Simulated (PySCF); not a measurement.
2-bromobuta-1,3-diene (C₄H₅Br), SMILES C(C=C)(Br)=C.

Geometry: PBE0-D3(BJ)/def2-SVP. The values are those of a single conformer.

All values below come from SMD-PBE0/def2-SVP (PySCF).

Solvation free energies are E(SMD) − E(gas) at the gas-phase geometry, for 1 M in both phases. Bromine has the revised SMD18 radius of 2.60 Å. In vacuum the dipole moment is 1.39 D.

Task: Estimate the solvation free energies in water, ethanol, methanol. (An estimate is asked for; the answer gives what the named calculation found.)

Result: 
```json
[
 {"solvent": "water", "ΔG(solv) (kcal/mol)": "-0.1", "its non-electrostatic (CDS) part": "3.3", "dipole (D)": "2.01"},
 {"solvent": "ethanol", "ΔG(solv) (kcal/mol)": "-3.7", "its non-electrostatic (CDS) part": "-0.4", "dipole (D)": "1.98"},
 {"solvent": "methanol", "ΔG(solv) (kcal/mol)": "-3.5", "its non-electrostatic (CDS) part": "-0.2", "dipole (D)": "1.99"}
]
```
